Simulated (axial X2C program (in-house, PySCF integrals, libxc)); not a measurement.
**Density and ELF of MoAs**

All values were computed with an in-house relativistic program for diatomic molecules. Two-component (2c) means X2C with spin–orbit coupling and atomic mean-field two-electron Coulomb and Gaunt terms. Basis: Mo dyall-v3z [11s12p9d3f2g], As dyall-v3z [9s9p6d1f] (cores contracted in-house); Gaussian nuclei, density fitting, unrestricted open shells. Masses: Mo 97.905 u, As 74.922 u.

PBE0, with spin–orbit coupling, state Ω = 3/2 (⟨Sz⟩ = 1.50, ⟨Lz⟩ = 0.00 at PBE0); Mo at z = 0, As at z = 2.289 Å.

The maps cover the half plane through the axis: z from -2.4 to 4.2 Å along the bond, ρ from 0.15 to 2.25 Å away from it.

log10 of the density in e/bohr³:

```
 ρ\z  -2.4  -1.8  -1.2  -0.6   0.0   0.6   1.2   1.8   2.4   3.0   3.6   4.2
0.15  -3.2  -2.5  -1.5  -0.2   1.7  -0.2  -1.0  -0.1   1.2  -0.8  -1.6  -2.4
0.45  -3.2  -2.5  -1.6  -0.5   0.1  -0.5  -1.1  -0.6   0.1  -1.0  -1.7  -2.5
0.75  -3.3  -2.6  -1.9  -1.0  -0.5  -1.0  -1.3  -1.0  -0.9  -1.2  -1.8  -2.6
1.05  -3.4  -2.8  -2.1  -1.5  -1.1  -1.4  -1.5  -1.4  -1.3  -1.6  -2.1  -2.8
1.35  -3.6  -2.9  -2.4  -1.9  -1.7  -1.8  -1.8  -1.7  -1.7  -1.9  -2.4  -3.0
1.65  -3.7  -3.1  -2.6  -2.2  -2.1  -2.1  -2.2  -2.1  -2.1  -2.3  -2.7  -3.3
1.95  -3.9  -3.4  -2.9  -2.6  -2.4  -2.5  -2.5  -2.5  -2.5  -2.7  -3.1  -3.6
2.25  -4.1  -3.6  -3.2  -2.9  -2.8  -2.8  -2.9  -2.9  -2.9  -3.1  -3.4  -3.9
```

Electron localisation function (collinear form, no current term, damped to 0 at low density):

```
 ρ\z  -2.4  -1.8  -1.2  -0.6   0.0   0.6   1.2   1.8   2.4   3.0   3.6   4.2
0.15  0.05  0.09  0.24  0.79  0.54  0.72  0.54  0.38  0.34  0.24  0.88  0.72
0.45  0.05  0.10  0.19  0.71  0.33  0.63  0.57  0.17  0.53  0.41  0.88  0.68
0.75  0.05  0.11  0.17  0.48  0.74  0.39  0.62  0.42  0.22  0.72  0.84  0.60
1.05  0.04  0.14  0.20  0.34  0.48  0.28  0.63  0.69  0.65  0.82  0.77  0.46
1.35  0.03  0.15  0.24  0.34  0.37  0.30  0.59  0.69  0.72  0.76  0.64  0.29
1.65  0.02  0.14  0.28  0.36  0.35  0.34  0.50  0.56  0.60  0.60  0.44  0.12
1.95  0.01  0.10  0.26  0.34  0.36  0.33  0.36  0.39  0.41  0.38  0.22  0.03
2.25  0.00  0.04  0.18  0.27  0.30  0.25  0.21  0.21  0.21  0.17  0.07  0.01
```

Axial spin density in 10⁻³ e/bohr³:

```
 ρ\z  -2.4  -1.8  -1.2   -0.6    0.0    0.6  1.2    1.8    2.4    3.0   3.6   4.2
0.15   0.3   1.6  10.4  101.4  476.7  101.2  3.3   -4.2  -29.1   -6.2  -2.7  -0.6
0.45   0.3   1.5   9.5   76.4  110.5   76.4  2.2  -15.8   -1.4  -10.5  -2.9  -0.6
0.75   0.3   1.4   7.8   46.0  106.4   45.1  1.1  -20.0  -23.2  -11.6  -2.6  -0.5
1.05   0.3   1.2   5.7   24.0   46.0   22.6  0.6  -13.7  -17.8   -8.3  -2.0  -0.4
1.35   0.2   0.9   3.6   11.7   18.7   10.6  0.3   -7.0   -9.1   -4.7  -1.3  -0.3
1.65   0.1   0.6   2.1    5.5    7.8    4.8  0.3   -3.2   -4.1   -2.3  -0.7  -0.2
1.95   0.1   0.4   1.1    2.6    3.3    2.1  0.2   -1.3   -1.7   -1.1  -0.4  -0.1
2.25   0.1   0.2   0.6    1.2    1.4    0.9  0.1   -0.5   -0.7   -0.5  -0.2  -0.1
```

The state is a single determinant with fixed occupations, the lowest that a limited PBE0 search found. Density functionals use the spin component along the axis (collinear). With several unpaired electrons one determinant need not be a pure state. This is the top spin component of a Σ state; components of lower Ω are not single determinants and can lie lower. The determinant is spin-polarised beyond a pure state at some levels (its spin-free form has ⟨S²⟩ too high), which makes Re and μ there less reliable.
